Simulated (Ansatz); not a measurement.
C2H8AlNSi, SMILES `C=C[NH][AlH][SiH3]` at its PBE0-D4/def2-TZVP geometry, where that method's forces vanish. Total charge 0; spin multiplicity 1.

```xyz
13

C     0.0051    1.5570    2.6074
C     0.6062    0.9901    1.5613
N    -0.0085    0.3113    0.5235
Al    0.7669   -0.4591   -0.8921
Si   -0.7221   -1.5596   -2.4968
H    -1.0722    1.5291    2.7339
H     0.5872    2.0645    3.3637
H     1.6893    1.0410    1.4724
H    -1.0140    0.2802    0.6334
H     2.3458   -0.3452   -0.9554
H     0.0296   -2.1659   -3.6309
H    -1.5093   -2.6474   -1.8472
H    -1.7040   -0.5959   -3.0732
```

Q: What forces (eV/Å) does r2SCAN-D4/def2-TZVPP give on these atoms in Ansatz? (Best estimate.)

A: The calculation gave: 
```
C1  -0.117  0.107  0.199
C2   0.176  0.006 -0.017
N3  -0.022 -0.058 -0.094
Al4  0.054 -0.045 -0.084
Si5  0.014  0.005  0.006
H6   0.011 -0.004 -0.009
H7  -0.010 -0.010 -0.016
H8  -0.003 -0.010 -0.017
H9  -0.060  0.009  0.025
H10 -0.027  0.004  0.011
H11 -0.024  0.007  0.016
H12  0.002  0.014 -0.021
H13  0.006 -0.025  0.002
```
